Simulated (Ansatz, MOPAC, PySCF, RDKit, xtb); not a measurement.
Dimer: CH2O (SMILES C=O) (first 4 atoms) with CH2F2 (SMILES FCF); geometry from B3LYP-D3(BJ)/def2-TZVP, rigid monomers moved along the line of their centres of mass till O2···H9 is 2.23 Å.
(charge 0, multiplicity 1):
```xyz
9

C     -0.33213    -0.10087    -0.01568
O      0.64597    -0.71396     0.31739
H     -0.54542     0.11586    -1.07976
H     -1.06458     0.27578     0.71961
F     -0.02579     0.76903     3.00474
C      0.05018    -0.58159     3.19753
F     -1.15838    -1.12268     2.86071
H      0.23052    -0.77009     4.25669
H      0.80809    -0.98438     2.52841
```

Interaction energies are E(AB) − E(A) − E(B) at the monomers' geometry in the complex; basis-set methods are counterpoise corrected. Rows marked so take none. RDKit's UFF carries no charges.

Cores are frozen in the correlated methods. Rows in 3-21G, 6-31G* carry no dispersion term and start afresh at each structure (6-31G* with six Cartesian d functions). The state that PM6 reach isn't checked.

Codes used: Ansatz (a program for electronic structure) with Gaussian orbitals; MOPAC for PM6 (differences of heats of formation); PySCF for 3-21G rows, 6-31G* rows; RDKit for the force fields; xtb for the GFN methods. Values without a source in brackets are computed.

| level | interaction energy (kJ/mol) |
|---|---|
| UFF | 15.7 |
| GFN-FF | -16.2 |
| PM6 | -5.8 |
| HF/6-31G* | -1.1 |
| HF/aug-cc-pVDZ | -2.3 |
| B3LYP/3-21G (no counterpoise) | -32.0 |
| B3LYP/6-31G* | -1.4 |
| wB97M-V/def2-TZVPPD | ? |
| SCS-MP2/aug-cc-pVDZ | -5.6 |

Task: Some entries are withheld; supply them.

Result: 
- wB97M-V/def2-TZVPPD, interaction energy (kJ/mol): -12.0
